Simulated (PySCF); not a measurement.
## Electronic structure of Pb⁶²⁺ (lead, charge +62) at the UHF level

Configuration: [Ar] 3d2, high-spin 3F determinant. Computed with PySCF 2.14 in an even-tempered Gaussian basis (16 s from 18 bohr⁻², ratio 2.5; 10 p from 23 bohr⁻², ratio 2.5; 7 d from 23 bohr⁻², ratio 2.5; 4 f from 81 bohr⁻², ratio 2.7; 3 g from 120 bohr⁻², ratio 2.7), with the non-relativistic Hamiltonian (point nucleus).

- Total energy: -15512.013598 hartree
- One-electron energy: -17104.8971 hartree
- Hartree (Coulomb) energy: 1786.3466 hartree
- Exchange energy: -193.4631 hartree
- Kinetic energy: 15514.80676 hartree
- ⟨S²⟩: 2.0001
- ⟨L²⟩: 12.001
- Sum of ⟨r⟩: 2.288 bohr
- Sum of ⟨r²⟩: 0.3828 bohr²
- Density at the nucleus (Gaussians lack the cusp): 391000 bohr⁻³
- Spin density at the nucleus: -4.15 bohr⁻³

```
shell  electrons  mean orbital energy (hartree)  rms radius, mean of both spins (bohr)
 1s α          1                    -3094.06825                                 0.0213
 1s β          1                    -3094.04555                                 0.0213
 2s α          1                     -661.83989                                 0.0831
 2s β          1                     -660.91644                                 0.0831
 2p α          3                     -644.15243                                 0.0713
 2p β          3                     -643.28584                                 0.0713
 3s α          1                     -263.16012                                  0.196
 3s β          1                     -262.40892                                  0.196
 3p α          3                     -255.60950                                  0.187
 3p β          3                     -254.58153                                  0.187
 3d α          2                     -244.90151                                  0.160
```

A non-relativistic calculation at this Z misses sizeable relativistic shifts. Spin-orbit coupling is strong in this species (close to jj coupling), so the high-spin LS determinant is a model state, not a physical level.

Spin-orbit constants ζ (cm⁻¹) from the X2C one-electron operator on these orbitals (non-relativistic here): bare nucleus, nucleus screened by l(l+1)(2l+1)/3 electrons, and screened by the Breit-Pauli mean field of the electrons.

```csv
shell,bare,screened nucleus,mean field
2p,7576000,7391000,7300000
3p,1835000,1790000,1768000
3d,413200,362800,362100
```

To first order the Landé constant is A = 181100 cm⁻¹, so the lowest level has J = 2 and lies 89.8 eV below the centre of the term. This holds in LS coupling only, and this species is close to jj coupling.
